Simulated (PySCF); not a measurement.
Q: What does the HF/def2-SV(P) structure of InChI=1S/C9H8/c1-3-5-6-9-7-8(9)4-2/h2H,3,7H2,1H3 look like in three dimensions?

A: 
```
atom  x, y, z in Å
C1     3.4660   -2.6293   -0.7834
C2     2.5519   -2.3053   -0.0885
C3     1.4740   -1.9441    0.7535
C4     0.4905   -1.1604    1.0344
C5    -0.3062   -0.0322    0.7335
C6    -0.9937    0.9167    0.5012
C7    -1.8340    2.0884    0.2018
C8    -1.6684    2.6033   -1.2306
C9     0.7099   -2.2893    1.9893
H10    4.2810   -2.9142   -1.4073
H11   -2.8782    1.8228    0.3862
H12   -1.5874    2.8799    0.9145
H13   -2.3104    3.4727   -1.3939
H14   -1.9418    1.8346   -1.9565
H15   -0.6349    2.8994   -1.4225
H16    1.1469   -2.0901    2.9694
H17    0.0276   -3.1412    1.9823
```

Orientation and origin are arbitrary. Atoms count from 1 in this order. The C–C distances run from 1.193 Å (C1≡C2, drawn triple) to 1.531 Å (C7–C8, drawn single), a spread of 0.338 Å. The 3-membered ring C3–C4–C9 has internal angles of 51.1° to 64.5°.

Bonds between heavy atoms (Å): C1≡C2 1.193, C2–C3 1.415, C3=C4 1.288, C4–C5 1.414, C5≡C6 1.195, C6–C7 1.473, C7–C8 1.531, C4–C9 1.495, C3–C9 1.493.

Theory: HF/def2-SV(P) geometry optimisation, gas phase in PySCF 2.14.0.

Point group: C1 (no symmetry element, even within 0.4 Å). No HF/def2-SV(P) frequencies stand behind this structure, so it isn't proved a minimum.
